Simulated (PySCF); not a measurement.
C8H9Cl.
Cartesian coordinates in Å at the PBE0-D3(BJ)/def2-SVP level; atoms count from 1:
```xyz
18
C8H9Cl angstrom
C     -3.4542    0.3010   -1.1536
C     -2.3934   -0.2658   -1.0158
C     -1.1141   -0.9505   -0.8335
C     -1.2982   -2.4743   -0.9344
Cl    -1.9399   -2.9978   -2.5156
C     -0.4857   -0.6666    0.5244
C      0.8276   -0.4503    0.4192
C      1.2956   -0.5047   -1.0066
C     -0.0144   -0.4421   -1.8035
H     -4.3931    0.8067   -1.2818
H     -1.9964   -2.8314   -0.1654
H     -0.3285   -2.9716   -0.7945
H     -1.0654   -0.7023    1.4491
H      1.4980   -0.2817    1.2660
H      1.9824    0.3176   -1.2640
H      1.8593   -1.4380   -1.1918
H     -0.0094   -1.0200   -2.7383
H     -0.2406    0.6024   -2.0604
```

Linear response at B3LYP/def2-SVPD (PySCF, frozen core in the response, non-relativistic).

Static isotropic polarisability: 104.37 au (15.47 Å³), principal values 87.0, 100.1, 126.1 au.

Problem. What is the polarisability at 1064 nm and at the sodium D line?

Solution. 105.33 au at 1064 nm (+0.9 %), 107.61 au at 589.3 nm (+3.1 %). The rise at 589.3 nm is 3.38 times that at 1064 nm; a pure ω² law gives 3.26. The lowest singlet lies at 207 nm, shorter than both wavelengths.

Problem. What is the isotropic C6 coefficient between two such molecules, C6 = (3/π)∫α(iω)² dω?

Solution. 4354 au (Eh·bohr⁶) by a ten-point quadrature over imaginary frequencies, which is 2600 eV·Å⁶ or 251 J·nm⁶/mol.

Problem. Which effective excitation energy ω̄ makes London's formula C6 = (3/4)α²ω̄ exact here?

Solution. ω̄ = 4·C6/(3α²) = 0.533 Eh = 14.5 eV. A one-pole form α(ω) = α/(1 − ω²/ω̄²) fitted to the 1064 nm value gives 12.2 eV. London's choice of the ionisation energy (9.10 eV, ΔSCF at the same level) gives C6 = 2730 au, 37 % too low.

Problem. How many electrons N does the Slater–Kirkwood formula C6 = (3/4)·√N·α^(3/2) need to give this C6?

Solution. N = (4·C6/3)²/α³ = 29.6; the species has 74 electrons in all.

Problem. The lowest 6 singlets have (eV, f): 5.99, 0.054; 6.13, 0.013; 6.40, 0.094; 6.56, 0.014; 6.66, 0.019; 6.68, 0.003. What share of the static polarisability do they carry in the sum over states α = Σ f/ω²?

Solution. 3.67 au, 3.5 % of α; the largest term, 1.69 au, is that of the state at 6.40 eV. Their oscillator strengths add up to 0.20. Higher states carry the rest.

Problem. What molar refraction at the D line follows from R = (4π/3)·N_A·α′, with α′ the polarisability volume?

Solution. α′ = 15.95 Å³ gives R = 40.23 cm³/mol, for isolated, non-vibrating species.

One conformer stands for the species.
